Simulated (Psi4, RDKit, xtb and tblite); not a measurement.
Relaxed torsion scan: SMILES [SeH][SiH2][SiH2][SeH]. Scanned: dihedral H5–Se1–Si2–Si3 and dihedral Se1–Si2–Si3–Se4; all other coordinates were relaxed at GFN2-xTB. GFN2-xTB can order the conformers of Si and Ge chains otherwise than DFT does. Points at φ and −φ are mirror images. Heavy atoms are numbered in the order of the SMILES [SeH][SiH2][SiH2][SeH], hydrogens after them in the order of the atoms that carry them; the mirror image has the same energies with the sign of each dihedral reversed.

Methods: GFN2-xTB (xtb and tblite); PBE/def2-SVP // GFN2-xTB (Psi4); PBE-D3(BJ)/def2-SVP // GFN2-xTB (Psi4); UFF // GFN2-xTB (RDKit).

Energies in kJ/mol at chosen points (x: dihedral H5–Se1–Si2–Si3 (°); y: dihedral Se1–Si2–Si3–Se4 (°)), relative to x = 180, y = -60:

| method | (90, 60) | (-150, 60) | (-60, 0) | (-150, 90) | (-150, 120) | (-60, -90) | (150, -30) |
|---|---|---|---|---|---|---|---|
| GFN2-xTB | 1.2 | 1.3 | -0.1 | -1.4 | -4.8 | -1.9 | 2.9 |
| PBE/def2-SVP | -0.9 | 1.1 | -2.9 | 3.4 | 5.2 | -1.3 | 1.4 |
| PBE-D3(BJ)/def2-SVP | -0.7 | 1.2 | -3.6 | 3.8 | 5.8 | -0.9 | 1.2 |
| UFF | 4.8 | 2.2 | 8.7 | 6.6 | 11.3 | 6.6 | 3.9 |
